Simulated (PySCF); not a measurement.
# C₆ coefficients of unlike pairs at BHandHLYP

Calculated with PySCF 2.14 from the dipole response of each species, C₆(A,B) = (3/π) ∫ α_A(iu) α_B(iu) du, in atomic units, from isotropic polarisabilities. For ions this is the dispersion term alone; charge-induced terms of lower order in 1/R come first.

```json
{"species": "C³⁺", "configuration": "[He] 2s1 (2S)", "basis": "x2c-TZVPPall with one added diffuse shell each of s, p, d type (6s4p3d1f)", "relativity": "spin-free X2C", "α (bohr³)": "3.188", "C₆ (like pair)": "2.518"}
{"species": "Zr", "configuration": "[Kr] 4d2 5s2 (3F)", "basis": "x2c-TZVPPall with one added diffuse shell each of s, p, d, f type (9s7p7d3f1g)", "relativity": "spin-free X2C", "α (bohr³)": "123.8", "C₆ (like pair)": "1728"}
{"species": "Ge", "configuration": "[Ar] 3d10 4s2 4p2 (3P)", "basis": "aug-cc-pVDZ-DK (6s5p3d)", "relativity": "spin-free X2C", "α (bohr³)": "39.92", "C₆ (like pair)": "342.2"}
{"species": "Ba²⁺", "configuration": "[Xe] (1S)", "basis": "aug-cc-pVDZ-X2C (8s7p5d)", "relativity": "spin-free X2C", "α (bohr³)": "9.794", "C₆ (like pair)": "60.84"}
```

Q: Estimate C₆ for Ba²⁺ with Ge.

A: The integral gives 128.2. The combination rule 2 C_A C_B / (C_A α_B/α_A + C_B α_A/α_B) gives 125.4 and the geometric mean 144.3.

No spin-orbit coupling is included.

The other pairs:

```json
{"pair": "Zr, C³⁺", "C₆": "62.33"}
{"pair": "Ge, Zr", "C₆": "738.9"}
{"pair": "Ge, C³⁺", "C₆": "29.27"}
{"pair": "Ba²⁺, C³⁺", "C₆": "11.33"}
{"pair": "Ba²⁺, Zr", "C₆": "250.4"}
```
